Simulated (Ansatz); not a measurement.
Molecule: ReF₂ (charge 0, quartet). The spin state was set by rule; other spins were not relaxed. SMILES: [F][Re][F]
Geometry from a B3LYP-D3(BJ)/def2-TZVP (Ansatz, an electronic-structure program) optimisation:
```
Re
F 1 1.8569
F 1 1.8569 2 180.00
```
Charge 0, spin multiplicity 4.

Parts of the frozen-core correlation energy in def2-SVPD (Ansatz, hartree). Frozen orbitals: 6; correlated occupied orbitals by spin: 12 and 9; virtual: 63 and 66. UHF or UKS for open shells. No spin-orbit coupling. In def2 rows, elements after Kr have scalar-relativistic effective core potentials. The program attaches cautions to this run: other amplitudes.

| term | value |
|---|---|
| reference (HF) | -276.29063 |
| MP2 opposite-spin | -0.35928 |
| MP2 same-spin | -0.16034 |
| CCSD correlation | -0.53450 |
| (T) | -0.02012 |
| T1 diagnostic | 0.036 |
| largest doubles amplitude | 0.166 |
| <S^2> of the reference | 4.386 |
